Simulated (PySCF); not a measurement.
**Solvent effects on NMR parameters**

Numbering as in the mapped SMILES `[CH3:1][CH:2]([CH3:3])[Si@@H:4]([SiH3:5])[O:6][SiH3:7]`. Each H is labelled by its parent atom.

GIAO PBE0/pcSseg-1 in PySCF 2.14.0 with density-fitted response routines on one PBE0-D3(BJ)/def2-SVP conformer, non-relativistic, equivalent nuclei averaged. Solvents enter as an IEF-PCM continuum (dichloromethane with ε = 8.9, methanol with ε = 32.6) around the gas-phase geometry. Shifts are referred to TMS computed in the same medium.

Gas phase, δ in ppm: C1 20.2, C2 18.2, C3 16.2, Si4 9.0, Si7 -40.6, Si5 -111.4, H(Si7) 5.02, H(Si4) 5.02, H(Si5) 3.40, H(C1) 1.24, H(C2) 1.04, H(C3) 0.85. Dipole moment 1.32 D.

(1) How does each δ change in the continuum?

(2) Which of the listed nuclei move most (in ppm), and what does the model miss? (N and O are left out, as their reference compounds move with the solvent too.)

## Answers

(1) 
| atoms | environment | Δδ, dichloromethane | Δδ, methanol |
| --- | --- | --- | --- |
| C1 | methyl carbon | +0.3 | +0.4 |
| C2 | sp3 CH bonded to Si | +0.9 | +1.0 |
| C3 | methyl carbon | +0.3 | +0.3 |
| Si4 | silicon bonded to C, O, Si, H | +0.6 | +0.7 |
| Si7 | silicon bonded to O, 3 H | +0.4 | +0.5 |
| Si5 | silicon bonded to Si, 3 H | +0.2 | +0.2 |
| H(Si7) | hydrogen on a silicon bonded to O | -0.04 | -0.04 |
| H(Si4) | hydrogen on a silicon bonded to C, O, Si | -0.08 | -0.10 |
| H(Si5) | hydrogen on a silicon bonded to Si | -0.06 | -0.07 |
| H(C1) | hydrogen on a methyl carbon | +0.01 | +0.01 |
| H(C2) | hydrogen on an sp3 CH bonded to Si | +0.13 | +0.16 |
| H(C3) | hydrogen on a methyl carbon | +0.02 | +0.02 |

Changes are relative to the gas phase. The dipole moment becomes 1.65 D in dichloromethane, 1.71 D in methanol.

(2) C2 (sp3 CH bonded to Si, +1.0 ppm) in methanol. A continuum only polarises the solute; specific hydrogen bonds, the anisotropy of aromatic solvents and changes of geometry or conformer are outside it.
